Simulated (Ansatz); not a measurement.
Total energies of ClH$_{5}$N$_{2}$OSi$_{2}$ (`O[Si]1(Cl)N[SiH2]N1`).

```xyz
11

O     0.104   -0.389    2.347
Si    0.502   -0.445    0.768
Cl    2.190   -1.597    0.789
N    -0.704   -0.916   -0.358
Si   -0.498    0.517   -1.313
N     0.621    1.033   -0.093
H    -0.685    0.118    2.552
H    -1.161   -1.790   -0.531
H    -1.713    1.362   -1.455
H     0.077    0.310   -2.668
H     1.267    1.797   -0.039
```

Total charge 0; spin multiplicity 1. The structure was optimised at the PBE0-D4/def2-TZVP level. It is one conformer, not always the lowest. Basis def2-TZVPP, the Gaussian-basis code of Ansatz.

RPA on PBE orbitals: Hartree–Fock energy of these orbitals -1224.31087 Eh, correlation -1.71644 Eh (frozen core).

```csv
functional,energy without D4 (Eh),D4 term (kJ/mol)
r2SCAN0,-1227.04944,-9.7
PBE-QIDH,-1226.38797,–
```

Q: Give the same for LDA (SPW92), PBE, revPBE, BLYP, r2SCAN, B97M-V, PBE0, B3LYP, r2SCANh, HSE06 (plane-wave form), BHLYP, CAM-B3LYP, LC-ωPBE, ωB97X-V, ωB97M-V, B2PLYP. (An estimate is asked.)

A: The calculation gave: 
```
             functional  energy without D4 (Eh)  D4 term (kJ/mol)
            LDA (SPW92)             -1222.02229                 –
                    PBE             -1226.55208             -34.0
                 revPBE             -1226.97492             -95.5
                   BLYP             -1227.19056             -74.0
                 r2SCAN             -1227.08355              -8.1
                 B97M-V             -1226.95330                 –
                   PBE0             -1226.65648             -29.0
                  B3LYP             -1227.30872             -55.3
                r2SCANh             -1227.06937              -8.8
HSE06 (plane-wave form)             -1226.62712             -27.2
                  BHLYP             -1227.16305             -44.3
              CAM-B3LYP             -1227.21686             -29.7
                LC-ωPBE             -1226.84052                 –
                ωB97X-V             -1227.04049                 –
                ωB97M-V             -1227.14464                 –
                 B2PLYP             -1226.75940                 –
```

B3LYP takes the VWN-RPA correlation (the form of Gaussian; ORCA's B3LYP/G). HSE06 is the plane-wave form, built on full-range PBE exchange. The double hybrids freeze the cores in their second-order part.

LC-ωPBE has ω = 0.4 bohr⁻¹.
